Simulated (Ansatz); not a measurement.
Coupled-cluster diagnostics for the cluster Te₃⁻ (the lowest doublet isomer of a short search), Ansatz.

Geometry of the doublet (PBE0-D4/def2-SVPD):

```xyz
3

Te   -1.470   -0.399    1.713
Te    0.892   -0.288   -2.092
Te    0.578    0.686    0.379
```

In the def2 sets Te takes a core potential; there is no spin–orbit coupling. Correlated methods freeze 12 core orbitals; core or outer-core shells of Te are correlated, in sets that lack core-valence functions. The structure comes from a short search, and lower isomers may exist.

Geometry of the charge -1 quartet (PBE0-D4/def2-SVPD):

```xyz
3

Te   -2.2621   -0.6275   -1.4552
Te    2.2649    0.6204    1.4540
Te   -0.0028    0.0071    0.0013
```

(1) Estimate the CCSD(T) correlation energy, the shares of MP2 and (T), T1 and the reference's ⟨S²⟩ for: charge -1, doublet, own geometry in def2-SVPD; charge -1, quartet, own geometry in def2-SVPD; and the rough time on 4 threads of Intel Xeon on a shared host.

Answers

(1) 
| state | basis | correlation (eV) | MP2 share (%) | (T) share (%) | T1 | ⟨S²⟩ (pure) | wall time | remarks |
| --- | --- | --- | --- | --- | --- | --- | --- | --- |
| charge -1, doublet, own geometry | def2-SVPD | -11.004 | 90.6 | 4.7 | 0.019 | 0.78 (0.75) | 49 s | – |
| charge -1, quartet, own geometry | def2-SVPD | -10.872 | 88.0 | 5.0 | 0.039 | 3.88 (3.75) | 4.7 min | spin-contaminated |
Customary marks for T1 are 0.02 (closed shells), 0.045 (open shells) and about 0.05 (3d metals). T1 exceeds 0.02 in 1 of 2 rows and 0.045 in 0; the higher it lies, the less the single-reference result can be trusted.
